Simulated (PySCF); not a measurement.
# Calcium: a sound run and one with changed settings

Sound run: Ca²⁺ [Ar], Ca³⁺ [Ne] 3s2 3p5. All numbers are calculated (PySCF 2.14, no relativity, point nucleus, in def2-SVP (5s3p2d, 24 functions)). In the sound run the correlated levels freeze [Ne] 3s2. The sound run starts from symmetry-adapted Hartree-Fock orbitals and uses a fine grid where one is needed.

Changed run: basis STO-3G. This setting is unsound on purpose.

```tsv
species	method	sound run (hartree)	changed run (hartree)	converged
Ca²⁺	UHF	-676.05820	-669.43352	yes
Ca²⁺	M06-L	-676.81615	-670.10359	yes
Ca²⁺	r2SCAN	-676.78054	-670.08404	yes
Ca²⁺	MP2	-676.14101	-669.43630	yes
Ca²⁺	CCSD(T)	-676.15182	-669.43656	yes
Ca³⁺	UHF	-674.19247	-667.61380	yes
Ca³⁺	M06-L	-674.89545	-668.22817	yes
Ca³⁺	r2SCAN	-674.86390	-668.21726	yes
Ca³⁺	MP2	-674.24386	-667.61460	yes
Ca³⁺	CCSD(T)	-674.25305	-667.61470	yes
```

Ionisation energy of Ca²⁺:

```tsv
method	sound run (eV)	changed run (eV)
UHF	50.769	49.517
M06-L	52.265	51.033
r2SCAN	52.154	50.798
MP2	51.624	49.571
SCS-MP2	51.561	49.569
CCSD	51.668	49.574
CCSD(T)	51.668	49.575
```

A minimal basis cannot let orbitals breathe on ionisation and holds almost no correlation.

For comparison, NIST gives 50.913 eV between the lowest levels.
